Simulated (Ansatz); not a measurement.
Total energies of C2H10GeN2 (`[CH3][Ge]([CH3])([NH2])[NH2]`).

```xyz
15

C    -0.708    1.284   -1.134
Ge    0.090   -0.149   -0.072
C    -0.167    0.165    1.839
N     1.835   -0.280   -0.639
N    -0.554   -1.842   -0.393
H    -1.775    1.367   -0.924
H    -0.240    2.245   -0.906
H    -0.575    1.078   -2.198
H     0.276    1.118    2.133
H    -1.230    0.191    2.090
H     0.305   -0.633    2.414
H     2.351    0.588   -0.666
H     2.383   -0.973   -0.148
H    -0.510   -2.129   -1.361
H    -1.480   -2.030   -0.036
```

Total charge 0; spin multiplicity 1. Correlated methods include outer-core shells of Ge, which these sets cover unevenly. Scalar relativity is left out up to krypton. Geometry: relaxed with PBE0-D4/def2-TZVP. It is one conformer, not always the lowest. Basis def2-TZVPP, Ansatz.

RPA on PBE orbitals: Hartree–Fock energy of these orbitals -2265.89083 Eh, correlation -1.70145 Eh (frozen core).

| functional | energy without D4 (Eh) | D4 term (kJ/mol) |
| --- | --- | --- |
| LDA (SPW92) | -2264.02233 | – |
| BLYP | -2268.82859 | -64.1 |
| r2SCAN | -2268.75008 | -7.8 |
| B97M-V | -2268.46625 | – |
| PBE0 | -2268.38014 | -25.5 |
| B3LYP | -2268.92641 | -47.5 |
| r2SCANh | -2268.73419 | -8.3 |
| HSE06 (plane-wave form) | -2268.36953 | -23.8 |
| BHLYP | -2268.73134 | -36.4 |
| ωB97X-V | -2268.62613 | – |

(1) Give the same for PBE, revPBE, r2SCAN0, CAM-B3LYP, LC-ωPBE, ωB97M-V, B2PLYP, PBE-QIDH. (Estimate.)

B3LYP takes the VWN-RPA correlation (the form of Gaussian; ORCA's B3LYP/G). HSE06 is the plane-wave form, built on full-range PBE exchange. The double hybrids freeze the cores in their second-order part.

Results:

(1) Ansatz gave: 
```tsv
functional	energy without D4 (Eh)	D4 term (kJ/mol)
PBE	-2268.29867	-29.9
revPBE	-2268.64541	-86.5
r2SCAN0	-2268.71183	-9.1
CAM-B3LYP	-2268.89519	-25.9
LC-ωPBE	-2268.49156	–
ωB97M-V	-2268.65685	–
B2PLYP	-2268.33774	–
PBE-QIDH	-2268.03527	–
```

LC-ωPBE has ω = 0.4 bohr⁻¹.
